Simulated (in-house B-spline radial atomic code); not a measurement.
Configurations of the indium ion In³⁺, with energies counted from [Kr] 4d10. Method: Dirac-Hartree-Fock, average of configuration, Fermi nucleus of rms radius 4.6156 fm. Calculated with an all-electron radial atomic-structure program (B-spline basis). Energies include first-order Breit, QED and recoil terms.

Occupations are held fixed; configurations that lie above the ionisation limit could autoionise.

| configuration | E - E(ref) (eV) | highest orbital | its <r> (bohr) |
| --- | --- | --- | --- |
| [Kr] 4d9 5p1 | 24.798 | 5p3/2 | 2.636 |
| [Kr] 4d9 6p1 | 39.212 | 6p3/2 | 5.155 |
| [Kr] 4d9 4f1 | 40.386 | 4f5/2 | 3.972 |
| [Kr] 4d9 7p1 | 45.121 | 7p3/2 | 8.39 |
| [Ar] 3d10 4s2 4p5 4d10 6d1 | 112.41 | 6d5/2 | 6.569 |
| [Ar] 3d10 4s2 4p5 4d10 5f1 | 114.42 | 5f5/2 | 6.943 |
| [Ar] 3d10 4s2 4p5 4d10 8s1 | 116.45 | 8s1/2 | 11.2 |
| [Ar] 3d10 4s2 4p5 4d10 6g1 | 117.72 | 6g7/2 | 10.98 |
| [Ar] 3d10 4s2 4p5 4d10 8f1 | 120.15 | 8f5/2 | 20.86 |
| [Ar] 3d10 4s2 4p5 4d10 8g1 | 120.36 | 8g7/2 | 21.46 |
| [Ar] 3d9 4s2 4p6 4d10 7s1 | 475.14 | 7s1/2 | 7.446 |
| [Ar] 3d9 4s2 4p6 4d10 7g1 | 481.75 | 7g7/2 | 15.85 |

Q: Order these further configurations by energy, lowest first.
A. [Ar] 3d10 4s2 4p5 4d10 4f1
B. [Kr] 4d9 7s1
C. [Ar] 3d9 4s2 4p6 4d10 6g1
D. [Ar] 3d9 4s2 4p6 4d10 6p1
E. [Ar] 3d10 4s2 4p5 4d10 8d1

A: B (43.714 eV), A (109.38 eV), E (118.46 eV), D (470.58 eV), C (480.14 eV).

Q: How far above the reference does [Ar] 3d10 4s2 4p5 4d10 7f1 lie?

A: 119.02 eV; its least bound orbital is 7f5/2 with <r> = 15.46 bohr.

Q: How far above the reference does [Ar] 3d9 4s2 4p6 4d10 8g1 lie?

A: 482.79 eV; its least bound orbital is 8g7/2 with <r> = 21.47 bohr.

Q: How far above the reference does [Kr] 4d9 8f1 lie?

A: 51.104 eV; its least bound orbital is 8f5/2 with <r> = 20.99 bohr.

Q: One of these lies 45.41 eV from the reference. Which?
A. [Kr] 4d9 6g1
B. [Kr] 4d9 5f1
C. [Kr] 4d9 7g1
D. [Ar] 3d9 4s2 4p6 4d10 7f1

A: B.
